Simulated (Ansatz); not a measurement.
ZnCu2⁻, relaxed as a quartet with UKS r2SCAN-D4/def2-TZVPD in Ansatz, starting from the r2SCAN-D4/def2-TZVPD geometry of the charge -1 doublet. Force threshold 0.02 eV/Å.

The highest occupied level of the charge -1 quartet lies above zero (up to 1.15 eV). The electron is either unbound and held by the finite basis, or the level is raised by self-interaction error. At r2SCAN-D4/def2-TZVPD a doublet of charge -1 lies 1.11 eV below the quartet, each at its own geometry. The structure comes from a short search, and lower isomers may exist.

Start:

```xyz
3

Cu    0.925    0.921    0.439
Cu   -1.277    0.521   -0.120
Zn    0.351   -1.442   -0.318
```

```json
{"step": "1", "energy (eV)": "-137700.7310", "largest force component (eV/Å)": "1.165", "SCF passes": "26"}
{"step": "2", "energy (eV)": "-137700.8764", "largest force component (eV/Å)": "0.464", "SCF passes": "28"}
{"step": "3", "energy (eV)": "-137700.8955", "largest force component (eV/Å)": "0.090", "SCF passes": "28"}
{"step": "4", "energy (eV)": "-137700.8961", "largest force component (eV/Å)": "0.044", "SCF passes": "27"}
{"step": "5", "energy (eV)": "-137700.8964", "largest force component (eV/Å)": "0.001", "SCF passes": "27"}
```

Force components are those of the run's own axes.

End:

```xyz
3

Cu    0.972    0.853    0.430
Cu   -1.283    0.436   -0.144
Zn    0.311   -1.290   -0.286
```

By distances, no bond broke or formed. The bond that changes most is Cu2–Zn3, from 2.56 to 2.35 Å (atoms count from 1).

No frequencies were taken in this run, so the end may be a saddle point.

It took 20 s on 4 threads of Arm Neoverse V2 on a shared host.
